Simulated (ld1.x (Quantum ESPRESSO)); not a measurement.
# An all-electron radial function and its pseudo partner (fluorine (F))

Columns: radius, all-electron u(r) and pseudo u(r) of the 2p shell (level -11.09 eV) of fluorine in the configuration [He] 2s2 2p5; Wu–Cohen, scalar-relativistic, RRKJ scheme, ld1.x (Quantum ESPRESSO) 7.5.

```csv
r (bohr),all-electron,pseudo
0.072,0.0811,0.0280
0.145,0.2438,0.1099
0.217,0.4140,0.2333
0.290,0.5668,0.3860
0.362,0.6882,0.5451
0.435,0.7805,0.6964
0.507,0.8437,0.8204
0.580,0.8832,0.9105
0.652,0.9021,0.9615
0.725,0.9054,0.9780
0.798,0.8963,0.9663
0.870,0.8785,0.9361
0.942,0.8542,0.8957
1.015,0.8250,0.8508
1.088,0.7928,0.8064
1.160,0.7593,0.7651
1.232,0.7249,0.7267
1.305,0.6898,0.6901
1.378,0.6548,0.6549
1.450,0.6210,0.6210
1.522,0.5880,0.5880
1.595,0.5555,0.5555
1.668,0.5242,0.5242
1.740,0.4945,0.4945
1.812,0.4661,0.4661
1.885,0.4386,0.4386
```

(1) How many radial nodes do the two functions have?

(2) At about which radius was the pseudo-wave matched?

(3) Is the pseudo-wave norm-conserving?

Answers

(1) The all-electron 2p function has n − l − 1 = 0; the pseudo-wave has 0.

(2) 1.45 bohr. The columns agree to 0.0005 from 1.30 bohr on; several derivatives are matched, so the curves merge somewhat inside the radius.

(3) Yes: the RRKJ scheme keeps the norm inside the radius equal to the all-electron one, which fixes the energy derivative of the logarithmic derivative at the level.
